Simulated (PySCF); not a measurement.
C3H2BrNO.
Bonds: Br1–C2, C2–C3 (aromatic), C3–N4 (aromatic), N4–O5 (aromatic), O5–C6 (aromatic), C2–C6 (aromatic). Hydrogens: H7 on C3; H8 on C6.

Method: PySCF 2.14.0, PBE0-D3(BJ)/def2-SVP geometry optimisation, gas phase; density fitting, grid level 1; the optimiser is geomeTRIC in internal coordinates, started from a GFN2-xTB structure with every atom displaced at random (about 0.01 Å).

Step 0: E = -76695.9315 eV
```
atom  x, y, z in Å  |  force x, y, z in eV/Å
Br1     0.2459    2.6961    0.1907    0.002   0.077   0.001
C2      0.1103    0.8497    0.0888   -0.624   0.603  -0.015
C3      1.1522   -0.0923    0.0999    1.685   1.108   0.219
N4      0.7233   -1.2906    0.0194   -1.229  -1.743  -0.208
O5     -0.6553   -1.2042   -0.0622    0.343   0.439   0.092
C6     -1.0143    0.0887   -0.0144    1.591  -0.705   0.016
H7      2.2353    0.0850    0.1793   -0.349   0.015  -0.037
H8     -2.0371    0.3321   -0.0669   -1.418   0.205  -0.069
```

Step 1: E = -76696.0032 eV
```
atom  x, y, z in Å  |  force x, y, z in eV/Å
Br1     0.2461    2.7072    0.1915   -0.020   0.011  -0.001
C2      0.1152    0.8595    0.0916    0.084  -0.016   0.003
C3      1.1720   -0.0913    0.1068   -0.162  -0.253  -0.048
N4      0.7055   -1.3127    0.0153    0.075   0.240   0.038
O5     -0.6511   -1.1946   -0.0588    0.113  -0.062  -0.008
C6     -1.0014    0.0859   -0.0155   -0.387   0.196  -0.016
H7      2.2429    0.0881    0.1753    0.057  -0.023   0.014
H8     -2.0688    0.3224   -0.0717    0.240  -0.093   0.019
```

**Question.** Estimate the geometry and energy of step 2. (The exact step hangs on the optimiser's Hessian estimate; all steps are aligned on step 1, rigid shifts and turns removed.)

**Answer.** E = -76696.0053 eV, largest force 0.135 eV/Å
```
atom  x, y, z in Å  |  force x, y, z in eV/Å
Br1     0.2427    2.7086    0.1917    0.001   0.004  -0.003
C2      0.1157    0.8603    0.0895   -0.008   0.003  -0.001
C3      1.1711   -0.0928    0.1045    0.034  -0.029   0.012
N4      0.7068   -1.3109    0.0174   -0.057   0.115  -0.020
O5     -0.6482   -1.1911   -0.0605   -0.039  -0.128   0.015
C6     -1.0047    0.0896   -0.0164    0.057   0.059  -0.007
H7      2.2441    0.0817    0.1773   -0.003   0.002   0.003
H8     -2.0671    0.3190   -0.0689    0.016  -0.027   0.000
```

The energy changes by -0.0020 eV. The first-order estimate −F·Δx gives -0.0045 eV and the mean of the old and new forces, exact on a quadratic surface, -0.0021 eV. The step makes an angle of 57° with the force vector and moves no atom by more than 0.007 Å.

The cost below is that of the whole optimisation. Time: 24 s of wall time; peak memory 0.45 GiB. Hardware: one thread of an Arm Neoverse V1, no GPU, shared host.
